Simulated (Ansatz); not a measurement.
`NB(F)Br` + H₂ → `NBBr` + H–F at 600 K and 1 bar (hydrogenolysis of a B–F bond).

Computed with Ansatz on PBE0-D4/def2-TZVP structures; ΔE is electronic, products minus reactants. CCSD(T)/CBS adds triple-zeta CCSD(T) − MP2 to the extrapolated MP2 energy (def2 sets, frozen cores). This one scheme is used for every species. For Br outer-core shells are correlated without core-valence functions, which leaves a few kJ/mol of doubt a bond. Scalar relativity is left out up to krypton. Each species was taken in one conformer, which may not be the lowest.

```
  species  CCSD(T)/CBS energy (Eh)  H − E (kJ/mol)  S (J/(mol·K))
`NB(F)Br`              -2753.96125           131.5          358.1
       H₂                 -1.17544            43.9          150.8
   `NBBr`              -2654.70322           142.6          330.6
      H–F               -100.39570            42.3          194.0
```

H − E and S are ideal-gas, rigid-rotor, harmonic terms from PBE0-D4/def2-TZVP, for one conformer and one mirror image of each species. The MP2-based limit puts H₂ 0.8 mEh under its directly extrapolated value; such offsets cancel only in part. 1 Eh = 2625.50 kJ/mol, R = 8.31446 J/(mol·K).

**Question.** By hand: ΔE, ΔH, ΔS and ΔG.

**Answer.** ΔE = (-2654.70322) + (-100.39570) − (-2753.96125) − (-1.17544) = 0.03777 Eh = 99.2 kJ/mol. Δ(H − E) = 142.6 + 42.3 − 131.5 − 43.9 = 9.5, so ΔH = 108.7 kJ/mol. ΔS = 330.6 + 194.0 − 358.1 − 150.8 = 15.7 J/(mol·K). ΔG = 108.7 − 600 × (15.7)/1000 = 99.3 kJ/mol.

**Question.** By hand: the equilibrium constant, and the temperature at which ΔG would vanish if ΔH and ΔS stayed fixed.

**Answer.** log₁₀ K = −ΔG/(RT ln 10) = -8.6. ΔG = 0 at ΔH/ΔS = 6924 K, far beyond where these terms or the molecules hold.

ΔH outweighs TΔS. A doubt of 5 kJ/mol in ΔE shifts log₁₀ K by 0.4 here. Other conformers and mirror images would add mixing entropy, several J/(mol·K) or more a flexible species. These are equilibria of isolated gas molecules and say nothing of rates. Largest T1 diagnostic: 0.010 (customary marks: 0.02 for closed shells, 0.045 for open ones).
